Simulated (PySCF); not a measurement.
Isomers of C4H5ClF2, one GFN2-xTB conformer each. Single-point energies are computed at PBE0/pcSseg-1 (PySCF, gas phase, no added dispersion term), electronic only.

Task: Rank them by PBE0/pcSseg-1 energy, lowest first (kJ/mol).
A. `[F:1][C@@H:2]1[CH2:3][C@@H:4]([F:5])[CH:6]1[Cl:7]` with F1–C2–C3–C4 -127°, C2–C3–C4–F5 -104°, C3–C4–C6–Cl7 -131°, F1–C2–C6–C4 128°
B. `[F:1][CH2:2]/[CH:3]=[C:4](/[Cl:5])[CH2:6][F:7]` with F1–C2–C3–C4 -172°, C3–C4–C6–F7 -14°

Result: A (0.0), B (23.7).

As drawn, the lower has a four-membered ring, which the higher lacks; the higher has a C=C bond outside aromatic rings, which the lower lacks. GFN2-xTB itself gives, in the same order: 0.0, 32.3. Both levels put the same isomer lowest.

Task: Which frontier levels, dipoles and rotational constants go with these structures?

Result: 
| SMILES | HOMO (eV, PBE0/pcSseg-1) | LUMO (eV) | dipole (D) | A, B, C (MHz) |
| --- | --- | --- | --- | --- |
| F[C@@H]1C[C@@H](F)C1Cl | -8.52 | 0.16 | 2.14 | 2654, 1978, 1236 |
| FC/C=C(/Cl)CF | -7.53 | -0.49 | 1.74 | 2758, 1301, 896.6 |
